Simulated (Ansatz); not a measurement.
Input and output for AsCl3H3In, SMILES `[Cl][In-]([Cl])([Cl])[AsH3+]`.

```yaml
crystal:
  periodic: [false, false, false]
  atoms:
    - {symbol: Cl, position_ang: [-0.883964, -2.348291, 2.189980]}
    - {symbol: In, position_ang: [0.510821, -1.658356, 0.103294]}
    - {symbol: Cl, position_ang: [3.063147, -1.256806, 0.423445]}
    - {symbol: Cl, position_ang: [-0.310392, -2.464772, -2.231664]}
    - {symbol: As, position_ang: [-0.396684, 1.338599, -0.097551]}
    - {symbol: H, position_ang: [-1.501404, 1.927809, 1.029730]}
    - {symbol: H, position_ang: [0.777611, 2.539934, 0.029156]}
    - {symbol: H, position_ang: [-1.155761, 1.857818, -1.509110]}
basis:
  gaussian: {orbitals: def2-SVP}
magnetization: {spin_polarized: true, initial_magnetization: 2}
hamiltonian: {xc: {name: HSE06}}
correlation: {method: rpa}
accuracy: high
```

```sh
$ ansatz run in.yaml --threads 4 --pin off --events-out ev --progress --plain --max-ram 11315MiB
```

It prints (some lines left out):

```
Functional definition: HSE06
2614 factors; integrals over basis functions are off by at most 1.2e-8 eV
132 factors; integrals over basis functions are off by at most 1.8e-9 eV
mean field evaluation 1: about -103587.5449 eV, gradient 2.2e1 eV
mean field evaluation 2: about -103587.6179 eV, gradient 2.2e1 eV
mean field evaluation 4: about -103590.7475 eV, gradient 9.7e0 eV
mean field evaluation 8: about -103590.7474 eV, gradient 9.7e0 eV
mean field evaluation 16: about -103591.8149 eV, gradient 4.5e-1 eV
mean field evaluation 32: about -103591.8448 eV, gradient 2.6e-8 eV
mean field -103591.84482023 eV, -3806.9300800692 hartree, gradient 2.6e-8 eV, S^2 2.005479; 10 other end points of the search recorded, 0 dependent functions left out
28 core orbitals not correlated: weight in the atoms' cores, before any rotation towards them, 1.000 or more for the frozen orbitals, at most 0.000 for the correlated occupied ones
reference -103480.19818775 eV, -3802.8271420023 hartree; 27, 25 occupied and 72, 74 virtual orbitals, 2614 factors
Total energy: -103511.83999547 eV, -3803.9899569885 hartree
```

Hardware: 4 threads of an Arm Neoverse V1 on a shared host. Wall time 100 s, peak host memory 1.2 GiB.
